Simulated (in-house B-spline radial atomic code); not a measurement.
Kr is squeezed into an impenetrable sphere of radius R (the orbitals vanish at R). Method: Dirac-Kohn-Sham LDA VWN5, spherical fractional occupations, Fermi nucleus of rms radius 4.1884 fm. Calculated with a radial B-spline atomic code at the basis-set limit.

Energies in eV above the free atom in [Ar] 3d10 4s2 4p6:

```tsv
R (bohr)	highest level (eV)	[Ar] 3d10 4s2 4p6	[Ar] 3d10 4s1 4p6 4f1	[Ar] 3d9 4s2 4p6 4f1
8.76	-9.18	0.001917	32.33	97.58
6.5	-9.05	0.08259	36.82	102.1
5.26	-8.48	0.6532	42.15	107.4
3.97	-5.49	5.95	56.58	121.1
3.49	-2.26	14.05	70.3	133.9
3.08	2.87	30.05	92.86	155.2
2.72	10.8	60.13	130.6	191.8
2.07	46.2	232.3	321.8	386.4
1.61	123	699.3	797.9	889.9
1.46	176	1048	1142	1259
```

Does [Ar] 3d10 4s1 4p6 4f1 fall below [Ar] 3d10 4s2 4p6 under compression?

No, it stays above over the whole range.

Does [Ar] 3d9 4s2 4p6 4f1 fall below [Ar] 3d10 4s2 4p6 under compression?

No, it stays above over the whole range.

The highest level is first positive in the row R = 3.08 bohr, pushed up by confinement above the zero of the free ion's potential. Each configuration is held fixed and needn't be the lowest in the sphere.
